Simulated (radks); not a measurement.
Question: Pt, configuration [Xe] 4f14 5d9 6s1. Calculated with a radial shooting solver on a logarithmic mesh with Libxc functionals: scalar-relativistic Kohn-Sham, SCAN, spin-polarised, spherical densities, finite nucleus; open shells are filled with parallel spins first (spin-orbit coupling, left out, can overturn this in heavy ions); meta-GGA in the generalised Kohn-Sham scheme; Fermi nuclear charge, rms radius 5.427 fm. Some entries of the table are withheld. Estimate them.

orbital  occ.  eigenvalue (eV)  <r> (bohr)  r(max) (bohr)
1s up       1        -78493.79     0.01715        0.01062
1s down     1        -78493.76     0.01715        0.01062
2s up       1        -13817.61     0.07232        0.06117
2s down     1        -13817.55     0.07232        0.06117
2p up       3        -11973.08     0.06522        0.05059
2p down     3        -11973.03     0.06522        0.05059
3s up       1        -3258.167      0.1869         0.1724
3s down     1        -3258.143      0.1869         0.1724
3p up       3        -2717.830      0.1881         0.1715
3p down     3        -2717.799      0.1881         0.1715
3d up       5        -2130.320      0.1705         0.1400
3d down     5        -2130.268      0.1705         0.1400
4s up       1        -706.2820      0.4149         0.3900
4s down     1        -706.1979      0.4149         0.3900
4p up       3        -528.2703      0.4415         0.4099
4p down     3        -528.1941      0.4415         0.4099
4d up       5        -311.1790      0.4681         0.4182
4d down     5        -311.0839      0.4681         0.4182
5s up       1        -103.9488      0.9543         0.8677
5s down     1        -103.4561      0.9536         0.8670
4f up       7         -70.9885      0.5164         0.3856
4f down     7         -70.8407      0.5159         0.3855
5p up       3              (1)       1.105         0.9799
5p down     3              (2)       1.104         0.9791
5d up       5          -6.6542       1.705          1.255
6s up       1          -6.5172       2.872          2.382
5d down     4          -5.7168       1.681          1.249

Answer: 
(1) 5p up eigenvalue (eV): -57.5915
(2) 5p down eigenvalue (eV): -56.9998
